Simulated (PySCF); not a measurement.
Electron correlation in I²⁺ (iodine, charge +2)

[Kr] 4d10 5s2 5p2 5d1, one real determinant (an excited configuration). All numbers are calculated (PySCF 2.14, no relativity, point nucleus, in dyall-av2z (22s16p12d, 130 functions)). Frozen: [Kr] 4d10; 5 electrons correlated; the 62 highest virtual orbitals of each spin left out.

| level | correlation energy (mhartree) |
| --- | --- |
| CCSD | -76.30 |
| (T) | -8.64 |
| CCSD(T) | -84.94 |

Diagnostics: T1 = 0.030, D1 = 0.0938, largest double amplitude 0.429.

The real determinant used has ⟨L²⟩ near 8 against 12 for a pure F term, so it mixes terms. A non-relativistic calculation at this Z misses sizeable relativistic shifts. The outer electron is Rydberg-like, and this basis confines it to a smaller radius and binds it less than a complete one would. A double-excitation amplitude exceeds 0.15, a sign of near-degeneracy.

Cost of the coupled-cluster step: roughly 13 core-seconds, for 5 correlated electrons.

The reference is one real determinant that mixes LS terms of this configuration.
